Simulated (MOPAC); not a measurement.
MOPAC input (AM1):

```
AM1 FORCE THERMO(298,298) PRECISE LET CHARGE=-1 GEO-OK AUX(PRECISION=9) THREADS=1
H3O3SSi

O     0.03274670 1   -1.17933181 1    1.70379855 1
Si    0.08507989 1   -0.53140095 1    0.24094808 1
O     1.52544194 1   -0.67132419 1   -0.77724585 1
O    -1.02639961 1   -1.10107879 1   -1.01155621 1
S    -0.23134762 1    1.84996710 1    0.07820315 1
H     1.97165173 1    0.14471746 1   -0.95544660 1
H    -0.58036704 1   -1.25374053 1   -1.83480438 1
H    -1.25036640 1    1.78967661 1   -0.75935177 1
```

From the output:

```
     H    8   0.008882   2.556437

          HEAT OF FORMATION =    -244.174987 KCALS/MOLE

          ZERO POINT ENERGY      23.778 KCAL/MOL

           NORMAL COORDINATE ANALYSIS (Total motion = 1 Angstrom)

   Root No.       1         2         3         4         5         6         7         8

                 1 A       2 A       3 A       4 A       5 A       6 A       7 A       8 A

                  87.7     124.2     139.4     190.0     226.1     241.8     253.8     310.4

           1    0.0065   -0.0029    0.0332   -0.0376    0.0192   -0.0309   -0.0246    0.0072
           2    0.0175   -0.0548   -0.0506   -0.0398    0.0059    0.1417   -0.0266    0.0111
           3   -0.0406    0.0102   -0.0636   -0.0121    0.0955    0.0181    0.0703    0.0044
           4    0.0064   -0.0032    0.0330   -0.0371    0.0186   -0.0297   -0.0230    0.0062
           5   -0.0117   -0.0247    0.0015    0.0117    0.0022   -0.0845    0.0197    0.0049
           6   -0.0027    0.0231    0.0001   -0.0167   -0.0421    0.0047   -0.0367    0.0104
           7    0.0051    0.0916    0.0020    0.0399   -0.0254   -0.0579    0.0579   -0.0400
           8   -0.0081   -0.0833    0.0205   -0.0338    0.0290   -0.0763   -0.0291    0.0309
           9    0.0548   -0.0786    0.0726    0.0477    0.0172    0.0215    0.0531    0.0150
          10    0.0213   -0.0778   -0.0005    0.0507   -0.0532    0.0611   -0.0387   -0.0279
          11    0.0219    0.0676    0.0606    0.0559    0.0014    0.0701    0.0447    0.0150
          12    0.0048    0.1159    0.0505   -0.0487    0.0047    0.0278   -0.0248    0.0348
          13   -0.0273   -0.0093   -0.0347   -0.0063    0.0149    0.0456    0.0286    0.0064
          14   -0.0230    0.0566   -0.0140    0.0009   -0.0249    0.0073   -0.0157   -0.0246
          15   -0.0089   -0.0380   -0.0307    0.0135   -0.0339   -0.0339   -0.0095   -0.0297
          16   -0.1487    0.0700   -0.0450    0.3920    0.1745   -0.0789   -0.2604    0.1767
          17    0.1327   -0.1658    0.1117   -0.2417   -0.0383   -0.0248    0.2223   -0.0796
          18   -0.0146   -0.1114    0.0623    0.2328    0.1338    0.0199   -0.0997    0.1330
          19   -0.0531   -0.0312   -0.0347    0.0017   -0.2852    0.0012    0.1300    0.2753
          20    0.0905    0.0425    0.0957    0.1191    0.1553    0.1821   -0.0746   -0.2194
          21    0.0548    0.0524    0.0670   -0.0503    0.2673   -0.0359   -0.2006   -0.2501
          22    0.3686    0.1722   -0.2872    0.0027    0.0627   -0.1069   -0.0533    0.1371
          23    0.3376    0.1319   -0.2883    0.0505    0.0342   -0.1868   -0.0236    0.0391
          24    0.0184   -0.1314   -0.0997    0.0629   -0.0116   -0.1081    0.0612   -0.0875

   Root No.       9        10        11        12        13        14        15        16

                 9 A      10 A      11 A      12 A      13 A      14 A      15 A      16 A

                 427.8     535.7     764.8     817.7     978.9    1025.3    1170.9    2105.0

           1   -0.0664    0.0035   -0.1448   -0.0188   -0.0254   -0.0501    0.2546   -0.0001
           2   -0.0160    0.0042    0.0015   -0.0055   -0.0015    0.0032    0.0010    0.0000
           3   -0.0188   -0.0081    0.0045    0.0016   -0.0033   -0.0011    0.0002    0.0002
           4   -0.0592    0.0029   -0.0431   -0.0051    0.0007    0.0102   -0.1869    0.0001
           5    0.0771   -0.0032   -0.0738    0.1318   -0.0178   -0.0153   -0.0184   -0.0001
           6    0.1094    0.0159   -0.0896   -0.0932    0.0294   -0.0106   -0.0198   -0.0006
           7    0.0348   -0.0101    0.1209   -0.0804    0.0128    0.0046    0.0299    0.0000
           8    0.0246   -0.0026    0.1995   -0.1536   -0.0189    0.0050    0.0367    0.0001
           9   -0.0039   -0.0053    0.0009   -0.0110   -0.0540    0.0046   -0.0068    0.0002
          10    0.0378    0.0074    0.0897    0.1008   -0.0075    0.0174    0.0309    0.0004
          11   -0.0312   -0.0038   -0.0847   -0.0754    0.0038    0.0520   -0.0003   -0.0004
          12   -0.0062    0.0349    0.1584    0.1529   -0.0152   -0.0215    0.0282    0.0001
          13    0.0532    0.0060    0.0007   -0.0007    0.0006   -0.0000    0.0023    0.0162
          14   -0.0551   -0.0043    0.0014   -0.0004    0.0018    0.0011   -0.0004   -0.0191
          15   -0.0797   -0.0456    0.0014    0.0043   -0.0003    0.0007   -0.0010    0.0170
          16   -0.0761    0.0173    0.0769    0.0056    0.2956   -0.0212    0.0478   -0.0006
          17   -0.0357   -0.0305    0.0936    0.1534    0.7080   -0.0309    0.1316   -0.0016
          18   -0.0914    0.0063   -0.0518    0.1153    0.3185   -0.0214    0.0341   -0.0007
          19   -0.1432    0.0348    0.0500    0.0954   -0.0094    0.1872    0.0790   -0.0007
          20    0.0930   -0.0229    0.0947   -0.0643   -0.0109   -0.5297   -0.1881    0.0013
          21    0.1938    0.0053   -0.0729    0.1299    0.0169    0.5850    0.2223    0.0004
          22    0.0777   -0.3369    0.0069    0.0389   -0.0067   -0.0036    0.0003   -0.5223
          23   -0.0950    0.3133   -0.0222   -0.0264    0.0039   -0.0039   -0.0121    0.6131
          24   -0.1548    0.6573   -0.0246   -0.0612    0.0051   -0.0024   -0.0139   -0.5309

   Root No.      17        18

                17 A      18 A

                3610.9    3622.2

           1    0.0002   -0.0002
           2   -0.0001   -0.0001
           3    0.0001   -0.0000
           4   -0.0006    0.0005
           5   -0.0001    0.0005
           6   -0.0006   -0.0005
           7    0.0003    0.0311
           8    0.0002    0.0111
           9   -0.0010   -0.0465
          10   -0.0426    0.0008
          11   -0.0327    0.0004
          12   -0.0185    0.0005
          13   -0.0000    0.0001
          14    0.0000    0.0001
          15    0.0001   -0.0000
          16   -0.0087   -0.5055
          17   -0.0037   -0.1864
          18    0.0136    0.7508
          19    0.6953   -0.0125
          20    0.5247   -0.0093
          21    0.3084   -0.0058
          22    0.0003    0.0000
          23   -0.0002    0.0000
          24   -0.0001   -0.0001

           MASS-WEIGHTED COORDINATE ANALYSIS (NORMAL COORDINATES)

   Root No.       1         2         3         4         5         6         7         8

                 1 A       2 A       3 A       4 A       5 A       6 A       7 A       8 A

                  87.7     124.2     139.4     190.0     226.1     241.8     253.8     310.4

           1    0.0386   -0.0112    0.1674   -0.1927    0.1005   -0.1191   -0.1296    0.0448
           2    0.1040   -0.2111   -0.2550   -0.2042    0.0309    0.5458   -0.1402    0.0698
           3   -0.2418    0.0393   -0.3205   -0.0621    0.4998    0.0699    0.3701    0.0277
           4    0.0504   -0.0163    0.2201   -0.2523    0.1290   -0.1514   -0.1605    0.0517
           5   -0.0920   -0.1262    0.0098    0.0792    0.0156   -0.4313    0.1376    0.0405
           6   -0.0213    0.1181    0.0005   -0.1135   -0.2918    0.0239   -0.2557    0.0859
           7    0.0304    0.3528    0.0101    0.2043   -0.1332   -0.2231    0.3050   -0.2506
           8   -0.0480   -0.3209    0.1033   -0.1732    0.1521   -0.2939   -0.1532    0.1934
           9    0.3258   -0.3026    0.3659    0.2443    0.0898    0.0827    0.2793    0.0939
          10    0.1270   -0.2995   -0.0025    0.2598   -0.2783    0.2354   -0.2036   -0.1748
          11    0.1302    0.2605    0.3055    0.2866    0.0074    0.2701    0.2353    0.0936
          12    0.0285    0.4464    0.2543   -0.2496    0.0246    0.1071   -0.1306    0.2178
          13   -0.2298   -0.0507   -0.2473   -0.0460    0.1102    0.2488    0.2131    0.0564
          14   -0.1941    0.3084   -0.0997    0.0065   -0.1843    0.0400   -0.1168   -0.2176
          15   -0.0751   -0.2073   -0.2189    0.0979   -0.2516   -0.1845   -0.0711   -0.2631
          16   -0.2222    0.0676   -0.0569    0.5044    0.2294   -0.0763   -0.3441    0.2776
          17    0.1982   -0.1602    0.1413   -0.3110   -0.0503   -0.0240    0.2937   -0.1249
          18   -0.0218   -0.1077    0.0788    0.2996    0.1758    0.0193   -0.1318    0.2088
          19   -0.0793   -0.0302   -0.0439    0.0022   -0.3748    0.0012    0.1718    0.4324
          20    0.1351    0.0411    0.1211    0.1533    0.2041    0.1760   -0.0986   -0.3445
          21    0.0819    0.0507    0.0848   -0.0648    0.3513   -0.0347   -0.2651   -0.3928
          22    0.5505    0.1664   -0.3633    0.0035    0.0823   -0.1033   -0.0704    0.2153
          23    0.5042    0.1275   -0.3646    0.0650    0.0449   -0.1805   -0.0312    0.0614
          24    0.0274   -0.1270   -0.1261    0.0809   -0.0152   -0.1045    0.0808   -0.1374

   Root No.       9        10        11        12        13        14        15        16

                 9 A      10 A      11 A      12 A      13 A      14 A      15 A      16 A

                 427.8     535.7     764.8     817.7     978.9    1025.3    1170.9    2105.0

           1   -0.2364    0.0163   -0.3804   -0.0543   -0.1135   -0.2278    0.6840   -0.0006
           2   -0.0570    0.0194    0.0039   -0.0159   -0.0066    0.0146    0.0026    0.0001
           3   -0.0670   -0.0375    0.0118    0.0045   -0.0149   -0.0052    0.0006    0.0009
           4   -0.2789    0.0175   -0.1500   -0.0196    0.0044    0.0613   -0.6653    0.0004
           5    0.3634   -0.0193   -0.2569    0.5037   -0.1053   -0.0922   -0.0654   -0.0005
           6    0.5156    0.0971   -0.3119   -0.3562    0.1742   -0.0641   -0.0705   -0.0033
           7    0.1240   -0.0465    0.3177   -0.2320    0.0573    0.0211    0.0804    0.0002
           8    0.0877   -0.0121    0.5241   -0.4430   -0.0845    0.0226    0.0986    0.0006
           9   -0.0138   -0.0246    0.0024   -0.0316   -0.2416    0.0208   -0.0184    0.0010
          10    0.1346    0.0339    0.2357    0.2907   -0.0334    0.0793    0.0830    0.0017
```

The dipole moment of an ion depends on the origin.
